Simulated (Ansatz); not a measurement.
CH7BGeS (`BS[CH2][GeH3]`) at its PBE0-D4/def2-TZVP geometry, where that method's forces vanish. The species carries charge 0 and has multiplicity 1.

```xyz
11

B    -0.3846    1.6714   -1.4146
S     0.0513    1.6372    0.2804
C    -0.5232    0.0353    0.8978
Ge    0.7616   -1.4017    0.5094
H    -0.0773    2.6583   -2.0084
H    -0.9633    0.7603   -1.9241
H    -0.6488    0.1341    1.9770
H    -1.4941   -0.1954    0.4606
H     0.8995   -1.5377   -1.0138
H     2.1206   -1.0356    1.1237
H     0.2584   -2.7263    1.1120
```

(1) What forces (eV/Å) does ωB97M-V/def2-TZVPP give on these atoms in the Gaussian-basis code of Ansatz? (Best estimate.)

Results:

(1) The calculation gave: 
```
B1  -0.036  0.010 -0.166
S2   0.063  0.117  0.013
C3  -0.083 -0.141  0.050
Ge4  0.034 -0.057 -0.009
H5  -0.045 -0.137  0.072
H6   0.071  0.104  0.076
H7  -0.003 -0.011 -0.095
H8   0.070  0.017  0.047
H9  -0.009  0.015  0.106
H10 -0.099 -0.020 -0.045
H11  0.038  0.103 -0.048
```
